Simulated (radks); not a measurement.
Neutral oxygen, 8 electrons, occupied as [He] 2s1.75 2p4.25 (fractional occupations, a model configuration). Calculated with a radial shooting solver on a logarithmic mesh with Libxc functionals: non-relativistic Kohn-Sham, BLYP, spin-unpolarised, spherical densities, point nucleus.

Radial electron density D(r) = 4 pi r^2 rho(r):

| r (bohr) | D(r) (e/bohr) |
|---|---|
| 0.01621 | 0.7935 |
| 0.01799 | 0.9495 |
| 0.02012 | 1.148 |
| 0.02233 | 1.364 |
| 0.02477 | 1.615 |
| 0.02749 | 1.904 |
| 0.03074 | 2.262 |
| 0.03411 | 2.639 |
| 0.03785 | 3.061 |
| 0.042 | 3.527 |
| 0.04698 | 4.077 |
| 0.05213 | 4.625 |
| 0.05784 | 5.201 |
| 0.06418 | 5.792 |
| 0.07122 | 6.381 |
| 0.07966 | 6.989 |
| 0.08839 | 7.503 |
| 0.09807 | 7.938 |
| 0.1088 | 8.267 |
| 0.1217 | 8.469 |
| 0.1351 | 8.491 |
| 0.1499 | 8.339 |
| 0.1663 | 8.010 |
| 0.186 | 7.472 |
| 0.2064 | 6.835 |
| 0.229 | 6.111 |
| 0.2541 | 5.358 |
| 0.2842 | 4.592 |
| 0.3154 | 3.988 |
| 0.3499 | 3.542 |
| 0.3883 | 3.286 |
| 0.4343 | 3.232 |
| 0.4819 | 3.365 |
| 0.5347 | 3.629 |
| 0.5933 | 3.960 |
| 0.6583 | 4.285 |
| 0.7364 | 4.550 |
| 0.8171 | 4.660 |
| 0.9066 | 4.609 |
| 1.006 | 4.391 |
| 1.125 | 3.992 |
| 1.249 | 3.507 |
| 1.385 | 2.962 |
| 1.537 | 2.402 |
| 1.719 | 1.833 |
| 1.908 | 1.366 |
| 2.117 | 0.9770 |
| 2.349 | 0.6695 |
| 2.627 | 0.4243 |
| 2.915 | 0.2647 |
| 3.235 | 0.1570 |
| 3.589 | 0.08803 |
| 4.015 | 0.04397 |
| 4.455 | 0.02141 |
| 4.943 | 0.009621 |

D(r) has 2 maxima, at r = 0.130, 0.837 bohr, and minima at 0.421 bohr, inside which lie 2.20 electrons.
